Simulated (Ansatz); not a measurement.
Consider the hydrogenolysis of a C–F bond: `F[C@H]1O[Si@H]1[GeH3]` + H₂ → `[GeH3][SiH]1CO1` + H–F.

Isolated molecules relaxed with PBE0-D4/def2-TZVP in Ansatz; ΔE leaves out vibrations. CBS: MP2 limit from def2 TZ/QZ plus the TZ coupled-cluster correction, frozen cores. This one scheme is used for every species. DFT in def2-TZVPP. B3LYP here is the variant with VWN-RPA as its local correlation; programs differ in this. For Ge outer-core shells are correlated without core-valence functions, which leaves a few kJ/mol of doubt a bond. Scalar relativity is left out up to krypton.

```json
{"level": "PBE-D4", "ΔE (kJ/mol)": "-66.0", "difference from CCSD(T)/CBS": "20.6"}
{"level": "r2SCAN-D4", "ΔE (kJ/mol)": "-66.8", "difference from CCSD(T)/CBS": "19.8"}
{"level": "PBE0-D4", "ΔE (kJ/mol)": "-76.1", "difference from CCSD(T)/CBS": "10.5"}
{"level": "B3LYP-D4", "ΔE (kJ/mol)": "-71.4", "difference from CCSD(T)/CBS": "15.2"}
{"level": "ωB97X-V", "ΔE (kJ/mol)": "-70.8", "difference from CCSD(T)/CBS": "15.8"}
{"level": "ωB97M-V", "ΔE (kJ/mol)": "-73.3", "difference from CCSD(T)/CBS": "13.3"}
{"level": "B2PLYP", "ΔE (kJ/mol)": "-78.5", "difference from CCSD(T)/CBS": "8.1"}
{"level": "PBE", "ΔE (kJ/mol)": "-67.4", "difference from CCSD(T)/CBS": "19.2"}
{"level": "r2SCAN", "ΔE (kJ/mol)": "-67.1", "difference from CCSD(T)/CBS": "19.5"}
{"level": "PBE0", "ΔE (kJ/mol)": "-77.3", "difference from CCSD(T)/CBS": "9.3"}
{"level": "B3LYP", "ΔE (kJ/mol)": "-73.6", "difference from CCSD(T)/CBS": "13.0"}
{"level": "HF/def2-TZVPP", "ΔE (kJ/mol)": "-85.7", "difference from CCSD(T)/CBS": "0.9"}
{"level": "MP2/def2-TZVPP", "ΔE (kJ/mol)": "-89.3", "difference from CCSD(T)/CBS": "-2.7"}
{"level": "SCS-MP2/def2-TZVPP", "ΔE (kJ/mol)": "-86.3", "difference from CCSD(T)/CBS": "0.3"}
{"level": "CCSD/def2-TZVPP", "ΔE (kJ/mol)": "-86.8", "difference from CCSD(T)/CBS": "-0.2"}
{"level": "CCSD(T)/def2-TZVPP", "ΔE (kJ/mol)": "-83.3", "difference from CCSD(T)/CBS": "3.3"}
{"level": "HF/def2-QZVPP", "ΔE (kJ/mol)": "-86.1", "difference from CCSD(T)/CBS": "0.5"}
{"level": "MP2/def2-QZVPP", "ΔE (kJ/mol)": "-91.4", "difference from CCSD(T)/CBS": "-4.8"}
{"level": "SCS-MP2/def2-QZVPP", "ΔE (kJ/mol)": "-88.6", "difference from CCSD(T)/CBS": "-2.0"}
{"level": "HF/CBS(def2)", "ΔE (kJ/mol)": "-86.1", "difference from CCSD(T)/CBS": "0.5"}
{"level": "MP2/CBS(def2)", "ΔE (kJ/mol)": "-92.7", "difference from CCSD(T)/CBS": "-6.1"}
{"level": "CCSD/CBS(def2)", "ΔE (kJ/mol)": "-90.2", "difference from CCSD(T)/CBS": "-3.6"}
{"level": "CCSD(T)/CBS", "ΔE (kJ/mol)": "-86.6", "difference from CCSD(T)/CBS": "0"}
```

Largest T1 diagnostic among the species: 0.014.

From PBE to PBE0 (25 % exact exchange), in def2-TZVPP and without D4, ΔE moves by −9.9 kJ/mol.
